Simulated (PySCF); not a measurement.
## Electronic structure of Ni (nickel, neutral) at the LDA level

Configuration: [Ar] 3d8 4s1 4p1, one real determinant (an excited configuration). Calculation: PySCF 2.14, in x2c-QZVPPall with one added diffuse shell each of s, p, d, f, g type (12s8p7d5f3g, 133 functions); the spin-free X2C one-electron Hamiltonian (Gaussian nucleus).

```
Total energy                                                  : -1517.700 hartree
One-electron energy                                           : -2106.115 hartree
Hartree (Coulomb) energy                                      : 649.376 hartree
Exchange-correlation energy                                   : -60.960 hartree
⟨S²⟩                                                          : 6.0001
⟨L²⟩                                                          : 14.009
Sum of ⟨r⟩                                                    : 22.53 bohr
Sum of ⟨r²⟩                                                   : 42.41 bohr²
Traceless quadrupole moment −½Σ⟨3z² − r²⟩ along its main axis : -7.10 e·bohr²
Langevin diamagnetic susceptibility                           : -33.6 ×10⁻⁶ cm³/mol
```

```csv
shell,electrons,mean orbital energy (hartree),spread (hartree),"rms radius, mean of both spins (bohr)"
1s α,1,-300.93034,0,0.0625
1s β,1,-300.92743,0,0.0625
2s α,1,-36.05444,0,0.267
2s β,1,-36.01023,0,0.267
2p α,3,-31.06736,0.00185,0.238
2p β,3,-31.03288,0.00272,0.238
3s α,1,-4.15541,0,0.798
3s β,1,-4.07066,0,0.798
3p α,3,-2.71382,0.00676,0.848
3p β,3,-2.63030,0.00841,0.848
3d α,5,-0.43129,0.04317,1.16
3d β,3,-0.35629,0.00792,1.16
4s α,1,-0.27818,0,2.87
4p α,1,-0.09509,0,4.17
```

⟨L²⟩ = 14.01 against 20 for a pure G term, so this real determinant mixes terms.

Densities and radii are taken from the X2C orbitals without a picture-change correction, which distorts them close to the nucleus.
